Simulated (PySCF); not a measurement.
Structure with atom numbers: `[F:1][CH:2]([F:3])[C:4]([F:5])([F:6])[F:7]` (H(Xn): hydrogen on atom n).

Theory: σ from GIAO-B97-2/pcSseg-2, PBE0-D3(BJ)/def2-TZVP geometry, in PySCF 2.14 (no solvent model, single conformer, rapidly exchanging positions averaged, non-relativistic Hamiltonian).

Question: List the cross peaks expected in HSQC, COSY and HMBC spectra.

Answer: 

HSQC (one-bond C–H):
```tsv
δH	δC
5.81 (H(C2))	115.6 (C2)
```

HMBC (two and three bonds, from the bond graph):
```tsv
δH	δC
5.81 (H(C2))	129.5 (C4)
```

No COSY cross peaks are expected.

Shifts are taken against calculated references (same method and geometry level): ¹H (31.64 ppm) and ¹³C (185.38 ppm) vs TMS.

Shifts are as computed. Against solution values, carbons near 30 ppm lie about +3 ppm off and those near 130 ppm about +7 ppm. Of 1211 compounds with measured shifts, 218 miss one by over three times the rms of a fit or turn the order of signals round; such compounds aren't used in these exercises.
